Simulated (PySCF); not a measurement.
# Computed NMR parameters against published values

Bonds (- single, = double, # triple, : aromatic): N1-C2 1.376 Å, C2:C3 1.402 Å, C3:C4 1.394 Å, C4:C5 1.393 Å, C5:C6 1.397 Å, C6:C7 1.382 Å, C7-F8 1.344 Å, C7:C2 1.405 Å. N1 carries H9, H10; C3 carries H11; C4 carries H12; C5 carries H13; C6 carries H14.

- PBE0-D3(BJ)/def2-SVP structure
- shieldings: GIAO PBE0/pcSseg-1
- couplings computed with B3LYP/pcJ-1 (spin–dipole term only in couplings to heteroatoms)
- program: PySCF
- relativity neglected, rapidly exchanging positions averaged, one computed conformer, no solvent

Reference values: measured (G. Saielli, R. Bini, A. Bagno, Computational 19F NMR. 2. Organic compounds, RSC Adv. 2014, ESI (exp. from Berger-Braun-Kalinowski 1994 and Everett 1995)).
```csv
atoms,quantity,reference,computed,"computed, scaled"
F8,δ ¹⁹F vs CFCl3,-135.9,-147.4,-144.8
```

Reference values: measured (solution, DMSO-d6; Viesser, Ducati, Tormena, Autschbach, PCCP 2018 (ESI)).
| atoms | quantity | reference | computed | computed, scaled |
| --- | --- | --- | --- | --- |
| C7 | δ ¹³C | 150.7 | 156.9 | 151.0 |

Computed shifts are σ(ref) − σ with the named reference compound (TMS for H and C) calculated as an isolated molecule at the same level. The measured values may be among those fitted. Shieldings were converted by linear fits to measured shifts (mostly CDCl3, TMS scale, for H and C): ¹³C: δ = 177.62 − 0.967σ (rms 1.9 ppm, 903 shifts, 2.3 ppm with the 23 outliers that the fit left out); ¹⁹F: δ = 160.80 − 0.941σ +14.7 on sp3 carbon (rms 6.9 ppm, 213 shifts, 7.8 ppm with the 5 outliers that the fit left out vs CFCl3, solution or neat liquid). Occasional misses reach two or three times the rms, and more in compound classes unlike the fitted ones.

Coupling constants in Hz (some tables give magnitudes without signs):
```tsv
coupling	reference	computed	source
¹J(C7,F8)	237.5	-299.2	measured; liquid or solution; F. J. Weigert, PhD thesis, Caltech 1968 (Carbon-13 magnetic resonance spectroscopy)
²J(C2,F8)	12.7	9.6	measured; liquid or solution; F. J. Weigert, PhD thesis, Caltech 1968 (Carbon-13 magnetic resonance spectroscopy)
³J(C3,F8)	3.8	2.3	measured; liquid or solution; F. J. Weigert, PhD thesis, Caltech 1968 (Carbon-13 magnetic resonance spectroscopy)
⁴J(C4,F8)	3.6	6.3	measured; liquid or solution; F. J. Weigert, PhD thesis, Caltech 1968 (Carbon-13 magnetic resonance spectroscopy)
³J(C5,F8)	6.7	3.6	measured; liquid or solution; F. J. Weigert, PhD thesis, Caltech 1968 (Carbon-13 magnetic resonance spectroscopy)
²J(C6,F8)	18.4	16.4	measured; liquid or solution; F. J. Weigert, PhD thesis, Caltech 1968 (Carbon-13 magnetic resonance spectroscopy)
```

8 of the 9 published NMR values on file for this molecule are compared. The rest: values from further sources.

Common functionals overestimate the size of one-bond C–F couplings by tens of Hz; these are unscaled.
